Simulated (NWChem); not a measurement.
System: C₃H₈N₂; SMILES N1CC(N)C1

```xyz
13

N      0.0884     1.7315    -0.3798
C     -0.0104     0.5804     0.5055
C      1.0559    -0.4998     0.1904
N      0.0219    -1.2692    -0.5442
C     -1.0527    -0.5332     0.1626
H      0.0829     1.4109    -1.3482
H     -0.7312     2.3277    -0.2695
H     -0.0357     0.9396     1.5384
H      1.4380    -0.9878     1.1003
H      1.9059    -0.1720    -0.4205
H      0.0339    -2.2762    -0.3979
H     -1.9030    -0.2440    -0.4700
H     -1.4376    -1.0347     1.0655
```
Atoms are numbered in this order, from 1.

All runs: NWChem. All runs use the structure optimised with B3LYP/6-31G* (spherical d). Level: M06-2X/def2-SVP with COSMO at NWChem's default radii, gas-phase geometry; rows give the dielectric constant.

```json
[
 {"dielectric constant": "2.4", "electrostatic solvation energy (kcal/mol)": "-3.7", "dipole in solution (D)": "1.85"},
 {"dielectric constant": "7.6", "electrostatic solvation energy (kcal/mol)": "-5.6", "dipole in solution (D)": "2.02"},
 {"dielectric constant": "37.5", "electrostatic solvation energy (kcal/mol)": "-6.4", "dipole in solution (D)": "2.09"},
 {"dielectric constant": "46.7", "electrostatic solvation energy (kcal/mol)": "-6.4", "dipole in solution (D)": "2.10"},
 {"dielectric constant": "78.4", "electrostatic solvation energy (kcal/mol)": "-6.5", "dipole in solution (D)": "2.10"}
]
```
